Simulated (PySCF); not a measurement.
## Worked example: oscillator strength and radiative lifetime

BrGeHS, SMILES [SH][Ge][Br] (connectivity only; charge and spin as stated), neutral, multiplicity 1.

Geometry optimised at r2SCAN-D4/def2-SVP. Other conformers were not sampled.

TDDFT-PBE0/def2-SVPD in PySCF puts the first singlet state with f over 0.02 at 4.35 eV (vertical), with the transition dipole (0.257, 0.639, 0.000) in atomic units.

### Question
Find the oscillator strength, the wavelength and the radiative lifetime that this transition would have in vacuum if emission retraced absorption.

### Answer

|μ|² = 0.4744 au, so |μ| = 1.75 D. ΔE = 4.35/27.211 = 0.1599 hartree. f = (2/3) ΔE |μ|² = 0.051 (the program prints 0.051).
λ = 1239.84/4.35 = 285 nm; ν = 35085 cm⁻¹.
Einstein's coefficient A = 0.6670 ν² f s⁻¹ (ν in cm⁻¹) = 4.2e7 s⁻¹, so τ = 1/A = 24 ns. This state is S2; the lower singlet has f = 0.009. The figure is the radiative limit of this one transition; relaxation, internal conversion, crossing to triplets and a medium change what is measured.
